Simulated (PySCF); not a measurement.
SMILES B([Si](Cl)(Cl)Cl)(C)C, singlet at its B3LYP/def2-SVP optimised geometry (Å):

```
13

Si     1.5000     0.0181     0.0000
Cl     2.1187     0.3741    -1.9605
Cl     2.3324    -1.7905     0.6056
Cl     2.3129     1.5075     1.2076
B     -0.5331     0.0181     0.0000
C     -1.2866    -1.3497    -0.0592
C     -1.2619     1.4019     0.0000
H     -0.7344    -2.1795    -0.5264
H     -2.3030    -1.2819    -0.4799
H     -1.4098    -1.6406     1.0074
H     -2.3324     1.3495     0.2561
H     -1.2015     1.7591    -1.0505
H     -0.7662     2.1795     0.6025
```

Method: B3LYP/def2-TZVP run with PySCF 2.14.0. Cells within 0.4 Å of a nucleus heavier than hydrogen are left out (blank, or x).

Map of the electrostatic potential (hartree/e), clipped to [-0.08, 0.12] on the plane z = 0.0 Å:

```
|111111111111111110000000000|
|111111111111111110000000000|
|111111111111111110000000000|
|111111111112211110000000000|
|111111111222221110000000000|
|111111122355432110000000000|
|112222246999742211111100000|
|122235799999943333344210000|
|222359999xx9954556798520000|
|222379999xx9976899999731000|
|222369999x99999999999841000|
|222346999999999999999952100|
|22223345999xx9999x999973100|
|22222334899xx9999xx99973100|
|22223345999x99999x999973100|
|222235899999999999999962100|
|222349999x99999999999982000|
|222349999xx9965799999993000|
|122236999x99953469999994000|
|122223489999953239999994000|
|111222236999942125999992000|
|111111122356532112489731000|
|111111111223321100122210000|
|111111111122211100001100000|
|111111111111111100000000000|
|111111111111111100000000000|
|111111111111111110000000000|
```
Scale: ten equal steps from -0.016 (start of '0') to 0.120 (end of '9'), in the order '0123456789'; x runs from -4.50 to 4.50, y from -4.50 (bottom) to 4.50 (top).
